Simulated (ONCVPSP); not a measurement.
## Before and after: ONCV potential for Al (Z = 13)

ONCVPSP 4.0.1 input, shortened (lines: element, Z, core and valence counts, functional; n l f; lmax; l rc ep ncon nbas qcut; lloc lpopt rc5 dvloc0; l nproj debl; icmod fcfact rcfact), PBEsol, scalar-relativistic:

```
  Al 13.00    3    1  -116133      upf
    1    0    2.00
    2    0    2.00
    2    1    6.00
    3    0    1.00
    2
    0    1.70    0.00    4    8    4.80
    1    1.70    0.03    4    7    5.10
    2    1.40    0.32    5   10    6.60
    4    4    1.30    0.00
    0    2    1.90
    1    2    0.80
    2    1    2.10
    3    5.75    1.15
```

In the p channel the program set the typed energies aside and used 0.050, 0.850 Ha.

Change: p: rc 2.42.

Cutoffs: the cutoffs (Ha) at which the residual kinetic energy of the hardest occupied pseudo-wave falls to 1 and 0.1 mHa per electron; they do not see the model core or the augmentation charge, which bear on the density cutoff. Errors are all-electron minus pseudo energies relative to the spin-unpolarised reference configuration.

Task: How do hardness, ghosts and transferability respond?

Result: The potential gets neither clearly harder nor softer (6.5 Ha and 8.7 Ha → 6.5 Ha and 8.7 Ha); of the 4 tests that both files solve, the error grows in 0 and shrinks in 3 by more than 15 % and 0.3 meV (median size 7.5 → 5.4 meV); neither file shows a bound ghost. That the errors move this way runs against the usual rule that smaller radii transfer better.

```csv
quantity,base,changed
"cutoff, loose",6.5 Ha,6.5 Ha
"cutoff, tight",8.7 Ha,8.7 Ha
bound ghosts,none,none
GHOST(+) flags under 300 eV,s at 95.5 eV,s at 95.5 eV
"error for 3s2 3p1, meV [ΔE -24.91 eV]",+9.0,+6.3
"error for 3s2, meV [ΔE -19.17 eV]",+1.5,+1.5
"error for 3s2 3p0.5, meV [ΔE -22.83 eV]",+5.9,+4.4
"error for 3s1 3p1, meV [ΔE -13.38 eV]",+15,+11
s: phases at 1.73 bohr within 0.05 rad from the reference energy up to (Ha; the scan ends near 5),2.8,2.8
d: phases at 1.42 bohr within 0.05 rad from the reference energy up to (Ha; the scan ends near 5),to the end of the scan,to the end of the scan
"rms error of d²Exc/dni dnj with the model core, mHa",5.13,5.13
```
